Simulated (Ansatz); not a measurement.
Consider the formal exchange of groups at a C–C bond: `FCC([SiH3])Br` + BH₃ → `BC([SiH3])Br` + `CF`.

Calculated with Ansatz (gas phase, PBE0-D4/def2-TZVP geometries, no zero-point term in ΔE). CCSD(T)/CBS adds triple-zeta CCSD(T) − MP2 to the extrapolated MP2 energy (def2 sets, frozen cores). This one scheme is used for every species. For Br outer-core shells are correlated without core-valence functions, which leaves a few kJ/mol of doubt a bond. Scalar relativity is left out up to krypton. One conformer a species, not always the lowest.

```json
{"level": "MP2/def2-TZVPP", "ΔE (kJ/mol)": "-51.1"}
{"level": "SCS-MP2/def2-QZVPP", "ΔE (kJ/mol)": "-49.4"}
```

What does CCSD(T)/CBS give? (Estimate.)

Ansatz gave: -52.0 kJ/mol. The listed levels differ from it by 0.9, 2.6 kJ/mol.

Largest T1 diagnostic among the species: 0.010.

From PBE to PBE0 (25 % exact exchange), in def2-TZVPP and without D4, ΔE moves by +3.4 kJ/mol. In def2-TZVPP, CCSD(T) changes the Hartree–Fock value by −5.2 kJ/mol (the triples alone add −0.5 kJ/mol) and MP2 by −6.0 kJ/mol.
